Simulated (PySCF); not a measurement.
SMILES N#Cc1ccc(C=O)cc1, singlet, GFN2-xTB optimised geometry.

```
15

N     -1.97    -3.50     0.00
C     -1.41    -2.50     0.00
C     -0.71    -1.27     0.00
C     -1.41    -0.07     0.00
C     -0.73     1.12     0.00
C      0.67     1.13     0.00
C      1.39     2.41     0.00
O      0.87     3.50     0.00
C      1.37    -0.07     0.00
C      0.69    -1.27     0.00
H     -2.49    -0.09     0.00
H     -1.25     2.07     0.00
H      2.49     2.31     0.00
H      2.45    -0.07     0.00
H      1.22    -2.21     0.00
```

Density from PBE0/def2-TZVP (PySCF) at that geometry.

Minimum of the electron density along straight lines between bonded atoms, close to the bond critical point (lines longer than 1.1 times the sum of covalent radii, or with two minima, are not listed):

```json
[
 {"bond": "N1–C2", "length / Å": "1.146", "ρ at the minimum / e bohr⁻³": "0.500", "∇²ρ there / e bohr⁻⁵": "___", "position (fraction from the first atom)": "0.66"},
 {"bond": "C2–C3", "length / Å": "1.415", "ρ at the minimum / e bohr⁻³": "0.295", "∇²ρ there / e bohr⁻⁵": "-0.89", "position (fraction from the first atom)": "0.54"},
 {"bond": "C3–C4", "length / Å": "1.397", "ρ at the minimum / e bohr⁻³": "0.314", "∇²ρ there / e bohr⁻⁵": "-0.92", "position (fraction from the first atom)": "0.51"},
 {"bond": "C4–C5", "length / Å": "1.378", "ρ at the minimum / e bohr⁻³": "0.326", "∇²ρ there / e bohr⁻⁵": "-0.98", "position (fraction from the first atom)": "0.50"},
 {"bond": "C5–C6", "length / Å": "1.397", "ρ at the minimum / e bohr⁻³": "0.315", "∇²ρ there / e bohr⁻⁵": "-0.93", "position (fraction from the first atom)": "0.50"},
 {"bond": "C6–C7", "length / Å": "1.472", "ρ at the minimum / e bohr⁻³": "0.282", "∇²ρ there / e bohr⁻⁵": "___", "position (fraction from the first atom)": "0.50"},
 {"bond": "C7–O8", "length / Å": "1.203", "ρ at the minimum / e bohr⁻³": "___", "∇²ρ there / e bohr⁻⁵": "0.05", "position (fraction from the first atom)": "0.33"},
 {"bond": "C6–C9", "length / Å": "1.395", "ρ at the minimum / e bohr⁻³": "0.316", "∇²ρ there / e bohr⁻⁵": "-0.93", "position (fraction from the first atom)": "0.50"},
 {"bond": "C3–C10", "length / Å": "1.397", "ρ at the minimum / e bohr⁻³": "0.314", "∇²ρ there / e bohr⁻⁵": "-0.92", "position (fraction from the first atom)": "0.51"},
 {"bond": "C9–C10", "length / Å": "1.379", "ρ at the minimum / e bohr⁻³": "0.325", "∇²ρ there / e bohr⁻⁵": "-0.98", "position (fraction from the first atom)": "0.50"},
 {"bond": "C4–H11", "length / Å": "1.080", "ρ at the minimum / e bohr⁻³": "0.290", "∇²ρ there / e bohr⁻⁵": "-1.05", "position (fraction from the first atom)": "0.65"},
 {"bond": "C5–H12", "length / Å": "1.080", "ρ at the minimum / e bohr⁻³": "0.291", "∇²ρ there / e bohr⁻⁵": "-1.06", "position (fraction from the first atom)": "0.66"},
 {"bond": "C7–H13", "length / Å": "1.108", "ρ at the minimum / e bohr⁻³": "0.279", "∇²ρ there / e bohr⁻⁵": "-0.99", "position (fraction from the first atom)": "0.65"},
 {"bond": "C9–H14", "length / Å": "1.080", "ρ at the minimum / e bohr⁻³": "0.288", "∇²ρ there / e bohr⁻⁵": "-1.04", "position (fraction from the first atom)": "0.65"},
 {"bond": "C10–H15", "length / Å": "1.080", "ρ at the minimum / e bohr⁻³": "0.290", "∇²ρ there / e bohr⁻⁵": "-1.05", "position (fraction from the first atom)": "0.65"}
]
```

### Question
What belongs in the gaps?

### Answer

- N1–C2, ∇²ρ there / e bohr⁻⁵: -0.03
- C6–C7, ∇²ρ there / e bohr⁻⁵: -0.80
- C7–O8, ρ at the minimum / e bohr⁻³: 0.426
